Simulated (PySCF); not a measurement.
**Molecular orbitals of GeO⁺**

TPSS at R = 1.783 Å; Ge def2-SVP, O def2-SVP; no relativity (PySCF 2.14). State: ²Π (doublet), unpaired electrons π ↑. Only the outer orbitals are listed, counted within each symmetry.

| spin | orbital | occ. | ε (eV) | on Ge (%) | main shells (%) |
| --- | --- | --- | --- | --- | --- |
| α | 8σ | 1 | -32.13 | 11 | 87 O s |
| α | 9σ | 1 | -19.87 | 68 | 67 Ge s, 24 O p, 8 O s |
| α | 4π | 1 | -17.70 | 8 | 92 O p |
| α | 4π | 1 | -15.94 | 13 | 87 O p, 11 Ge p |
| α | 10σ | 1 | -15.59 | 48 | 51 O p, 26 Ge s, 20 Ge p |
| α | 5π | 0 | -10.87 | 94 | 94 Ge p |
| α | 5π | 0 | -10.50 | 89 | 89 Ge p, 10 O p |
| α | 11σ | 0 | -7.00 | 94 | 83 Ge p, 10 O p |
| β | 8σ | 1 | -30.46 | 13 | 84 O s |
| β | 9σ | 1 | -19.54 | 71 | 71 Ge s, 19 O p, 10 O s |
| β | 4π | 1 | -15.32 | 17 | 83 O p, 15 Ge p |
| β | 10σ | 1 | -15.23 | 44 | 54 O p, 22 Ge p, 21 Ge s |
| β | 4π | 0 | -14.15 | 28 | 72 O p, 26 Ge p |
| β | 5π | 0 | -10.44 | 86 | 85 Ge p, 14 O p |
| β | 5π | 0 | -10.13 | 76 | 75 Ge p, 24 O p |

Which are the highest filled and the lowest empty level, where do they sit, and how wide is the gap?

Highest filled β 10σ at -15.23 eV (in %: 54 O p, 22 Ge p, 21 Ge s); lowest empty β 4π at -14.15 eV (in %: 72 O p, 26 Ge p); the gap at TPSS is 1.08 eV.

| Item | Value |
| --- | --- |
| bond order (Mayer) | 1.36 |
| ⟨S²⟩ | 0.755 |
| charge on Ge (Mulliken, basis-dependent) | 1.10 |
| charge on Ge (Löwdin, basis-dependent) | 0.97 |
| dipole moment (positive dipole points towards O; it is taken about the centre of mass and depends on that origin) | -1.85 D |

Spin–orbit coupling is left out. The state was picked by a PBE0 search and need not be the measured ground state.
